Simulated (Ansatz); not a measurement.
Reaction (formal exchange of groups at a Ge–S bond): `O[SiH](F)[S][GeH3]` + `N=C=C[SiH3]` → `N=C=C[SiH2][GeH3]` + `O[SiH](F)S`

Gas-phase electronic energies from Ansatz, PBE0-D4/def2-TZVP geometries. CCSD(T)/CBS adds triple-zeta CCSD(T) − MP2 to the extrapolated MP2 energy (def2 sets, frozen cores). For Ge outer-core shells are correlated without core-valence functions, which leaves a few kJ/mol of doubt a bond. Scalar relativity is left out up to krypton. One conformer a species, not always the lowest.

`O[SiH](F)[S][GeH3]`:

Cartesian coordinates in Å:
```
O -1.673 -0.021 0.164
Si -0.840 0.111 -1.236
F -0.631 1.668 -1.523
S 0.979 -0.912 -1.023
Ge 1.432 -0.340 1.096
H -2.381 0.606 0.326
H -1.564 -0.426 -2.405
H 1.117 1.145 1.309
H 2.935 -0.606 1.240
H 0.626 -1.225 2.052
```

`N=C=C[SiH3]`:

Cartesian coordinates in Å:
```
N -0.963 2.218 0.255
C -0.719 1.115 -0.191
C -0.525 -0.122 -0.567
Si 0.680 -1.209 0.320
H -0.420 3.002 -0.096
H -1.093 -0.483 -1.418
H 1.301 -0.428 1.419
H -0.002 -2.405 0.884
H 1.741 -1.688 -0.606
```

`N=C=C[SiH2][GeH3]`:

Cartesian coordinates in Å:
```
N 1.976 -0.012 -2.647
C 0.949 -0.096 -2.005
C -0.143 -0.322 -1.322
Si -0.061 -0.914 0.430
Ge -0.998 0.701 1.909
H 2.467 0.877 -2.645
H -1.094 -0.124 -1.807
H 1.365 -1.148 0.777
H -0.811 -2.192 0.584
H -1.022 0.192 3.361
H -2.444 1.031 1.496
H -0.185 2.007 1.868
```

`O[SiH](F)S`:

Z-matrix (Å, degrees):
```
Si
F 1 1.594
S 1 2.124 2 107.3
O 1 1.624 2 112.2 3 -119.5
H 1 1.470 2 107.1 3 123.8
H 3 1.344 1 93.3 2 34.3
H 4 0.959 1 118.6 2 71.2
```

```
             species  HF/def2-TZVPP energy (Eh)
`O[SiH](F)[S][GeH3]`                -2939.32795
       `N=C=C[SiH3]`                 -422.04760
 `N=C=C[SiH2][GeH3]`                -2498.58018
        `O[SiH](F)S`                 -862.77834
```

(1) Work out ΔE.

Largest T1 diagnostic among the species: 0.015.

## Answers

(1) ΔE = (-2498.58018) + (-862.77834) − (-2939.32795) − (-422.04760) = 0.01703 Eh = +44.7 kJ/mol. CCSD(T)/CBS gives +32.6 kJ/mol.

From PBE to PBE0 (25 % exact exchange), in def2-TZVPP and without D4, ΔE moves by +4.6 kJ/mol. The D4 term adds +4.3 kJ/mol with B3LYP and +2.1 kJ/mol with PBE0; it sums over pairs of atoms, weighted by their polarisabilities, and B3LYP, whose exchange is more repulsive, gets the larger term. In def2-TZVPP, CCSD(T) changes the Hartree–Fock value by −11.7 kJ/mol (the triples alone add −0.1 kJ/mol) and MP2 by −5.7 kJ/mol.

B3LYP here is the variant with VWN-RPA as its local correlation; programs differ in this.
